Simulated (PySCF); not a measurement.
Start geometry of `C(Cl)[SiH2]Cl` from GFN2-xTB (Å):
```
atom  x, y, z in Å
Cl1   -2.0386   -1.0025    0.2047
C2    -0.8940    0.3636    0.0792
Si3    0.8852   -0.3193   -0.0900
Cl4    2.1147    1.2671   -0.2206
H5    -1.2070    0.9511   -0.7821
H6    -1.0376    0.9695    0.9722
H7     0.9855   -1.1109   -1.3104
H8     1.2099   -1.0997    1.0978
```

Task: What comes out of this run: PBE0-D3(BJ)/def2-SVP geometry optimisation, gas phase (PySCF)?

Result: 
```
atom  x, y, z in Å
Cl1   -2.0017   -1.0396    0.1916
C2    -0.9025    0.3696    0.0750
Si3    0.8453   -0.3123   -0.0833
Cl4    2.1605    1.2868   -0.2126
H5    -1.1950    0.9699   -0.7983
H6    -1.0270    0.9856    0.9770
H7     0.9560   -1.1278   -1.3207
H8     1.1824   -1.1134    1.1221
```

The energy falls by 0.078 eV over 5 energy and gradient evaluations, the largest force component goes from 0.0287 to 2.6e-04 Eh/bohr, and the atoms move by 0.037 Å rms after alignment. The bond that changes most is Si3–Cl4 (chlorine-bound silicon to silicon-bound chlorine), which lengthens by 0.063 Å. Bonds longer at the end by more than 0.005 Å: 5 of 7; shorter: 1. Among the angles that change most is Cl1–C2–Si3, from 109.2° to 106.9°. Rotational constants go from 15293, 1218, 1151 to 15554, 1205, 1142 MHz. The orientation of the end geometry is arbitrary; only internal coordinates are fixed.

The run used 88 basis functions and 30 SCF cycles in all.

No PBE0-D3(BJ)/def2-SVP frequencies stand behind this structure, so it isn't proved a minimum. One conformer, not necessarily the lowest.
